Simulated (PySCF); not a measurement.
Ga(Me)2(NH2) (C₂H₈GaN), SMILES [NH2][Ga]([CH3])[CH3].

Geometry: TPSSh-D3(BJ)/def2-SVP. The isomer is the one that the SMILES or the coordinates give; other isomers of the formula were not compared. Other conformers were not sampled.

Two levels are set side by side: PBE/def2-TZVP (PySCF) and ωB97X/def2-TZVP (PySCF). Same geometry, gas phase. Differences are taken from unrounded values.

```csv
quantity,PBE
orbital gap (eV),5.03
highest occupied level (eV),-5.63
lowest empty level (eV),-0.60
dipole moment (D),0.44
mean polarisability (bohr³),63.9
```

**Question.** These are the PBE values. What does ωB97X give? (The exact figures need the calculation; the answer reports its results.)

**Answer.** 
```
quantity                     ωB97X  PBE minus ωB97X
---------------------------  -----  ---------------
orbital gap (eV)             11.52            -6.49
highest occupied level (eV)  -9.48             3.84
lowest empty level (eV)       2.04            -2.65
dipole moment (D)             0.31             0.13
mean polarisability (bohr³)   60.2              3.7
```

Without exact exchange PBE keeps part of each electron's self-repulsion, which lifts occupied levels and narrows the gap. Loosely held outer electrons make PBE densities more polarisable. Differences between two approximate levels are no errors against the true value.

Rough cost on one machine, each run with all the roots and properties that it gave: ωB97X against PBE within a factor of 2.
